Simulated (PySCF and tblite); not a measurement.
C4H3F3O, numbered as in [O:1]=[CH:2]/[CH:3]=[CH:4]/[C:5]([F:6])([F:7])[F:8]. Geometries GFN2-xTB; weights from B3LYP-D3(BJ)/pcSseg-1 (IEF-PCM, chloroform) energies and GFN2-xTB thermal corrections, with symmetry numbers and mirror pairs. Conformers within 2.5 kcal/mol (GFN2-xTB free energy) were kept, 6 at most. GIAO shieldings: B3LYP/pcSseg-1 (IEF-PCM, chloroform). Shifts are against TMS (¹H), TMS (¹³C) at the same level. Run with PySCF (density fitting) and tblite.

Torsions listed: O1–C2–C3–C4.

Two conformers hold nearly all the population. I: 180°; δ(C4) = 149.63 ppm. II: 0°; δ(C4) = 140.65 ppm. The average over the ensemble at 298.15 K is 148.55 ppm.

(1) What populations and free-energy difference follow from a two-state model?

Results:

(1) p(I) = (148.55 − 140.65)/(149.63 − 140.65) = 0.88, so K = p(II)/p(I) = 0.14 and G(II) − G(I) = −RT ln K = 1.18 kcal/mol. The weights computed directly are 88.0 % and 12.0 %.


Conformer gaps in pcSseg-1 on xTB geometries can be 2 kcal/mol off for S=O, P=O and other polar bonds.